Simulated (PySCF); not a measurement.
Energy of Ir²⁺ (iridium, charge +2) between two integer charges

The 5d beta orbital of [Xe] 4f14 5d7 is emptied in steps (occupation f), with all orbitals relaxed, ending at [Xe] 4f14 5d6. All numbers are calculated (PySCF 2.14, a scalar-relativistic core potential, in def2-TZVPPD with the def2 core potential (60 electrons)). The exact energy is a straight line in f; departures are measured from the line between the end points of the same method.

```csv
f,B3LYP (eV)
1,0.000
0.8,-0.712
0.6,-1.073
0.4,-1.077
0.2,-0.720
0,0.000
```

```csv
method,E(f=0) − E(f=1) (eV),−ε at f=1 (eV),−ε at f=0.4 (eV)
B3LYP,29.418,24.986,30.296
```

Orbital energy along the path (eV):

| f | B3LYP |
| --- | --- |
| 1 | -24.986 |
| 0.8 | -26.732 |
| 0.6 | -28.504 |
| 0.4 | -30.296 |
| 0.2 | -32.108 |
| 0 | -33.932 |

Reference removal energy between the ground levels: 28 ± 1.6 eV (theoretical estimate listed by NIST; NIST Atomic Spectra Database, ionization energies). The calculation has no spin-orbit coupling. The determinant left behind need not be the lowest term of the ion.
